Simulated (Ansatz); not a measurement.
## Cost against result

The pair of HBr (SMILES Br, atoms 1–2) and CH$_{3}$F (SMILES CF, atoms 3–7), both closed shells, in one local arrangement (a lower one may exist), relaxed at PBE0-D4/def2-TZVP:

```csv
atom,x (Å),y (Å),z (Å)
Br1,0.6293,0.3847,-2.8876
H2,-0.2189,-0.0620,-1.8287
C3,-0.0382,-0.0443,0.9926
F4,-0.9178,-0.4492,-0.0009
H5,-0.5565,0.6564,1.6484
H6,0.8208,0.4392,0.5243
H7,0.2811,-0.9246,1.5519
```

Interaction energies are counterpoise-corrected; the time is that of the whole pair.

Computed with Ansatz 0.2.0 (basis: as named in each row); correlated methods freeze the cores. Filled d shells of the heavier atoms are correlated. The def2 sets are not built for correlating such inner shells, so the correlated values are less sure here. B3LYP uses VWN-RPA correlation. Extrapolation: Hartree–Fock as exp(−7.88 √X), correlation as X^−2.97.

Times are rough, for one single point on 4 threads of a shared host (Intel Xeon Platinum 8259CL).

The estimate by CCSD(T) at an estimated basis limit (MP2 extrapolated from triple and quadruple zeta, plus CCSD(T) − MP2 in triple zeta) is -3.31 kcal/mol.

| method | basis | time (s) | interaction energy (kcal/mol) | method less estimate |
| --- | --- | --- | --- | --- |
| HF | STO-3G | under 1 | 0.35 | 3.66 |
| PBE-D4 | STO-3G | under 1 | -4.07 | -0.76 |
| SPW92 | def2-SVP | under 1 | -5.87 | -2.56 |
| PBE-D4 | def2-SVP | under 1 | -3.87 | -0.56 |
| B3LYP-D4 | 6-31G | under 1 | -3.95 | -0.64 |
| PBE0-D4 | def2-SVP | under 1 | -3.80 | -0.49 |
| PBE-D4 | def2-TZVPPD | 1 | -3.45 | -0.15 |
| revPBE-D4 | def2-TZVPPD | 2 | -2.70 | 0.61 |
| BLYP-D4 | def2-TZVPPD | 2 | -3.00 | 0.30 |
| PBE0-D4 | def2-TZVPPD | 2 | -3.32 | -0.01 |
| wB97M-V | def2-SVP | 2 | -3.46 | -0.15 |
| CCSD(T) | def2-SVP | 2 | -1.99 | 1.32 |
| HSE06-D4 | def2-TZVPPD | 2 | -3.32 | -0.01 |
| B3LYP-D4 | def2-TZVPPD | 2 | -3.20 | 0.11 |
| r2SCAN-D4 | def2-TZVPPD | 3 | -3.42 | -0.11 |
| B2PLYP | def2-TZVPPD | 3 | -2.55 | 0.76 |
| wB97X-V | def2-TZVPPD | 5 | -3.14 | 0.17 |
| B97M-V | def2-TZVPPD | 6 | -3.24 | 0.07 |
| wB97M-V | def2-TZVPPD | 7 | -3.10 | 0.21 |
| MP2 | def2-QZVPPD | 13 | -3.37 | -0.06 |
| CCSD(T) | def2-TZVPPD | 59 | -2.74 | 0.57 |

The T1 diagnostic stays at or below 0.011.
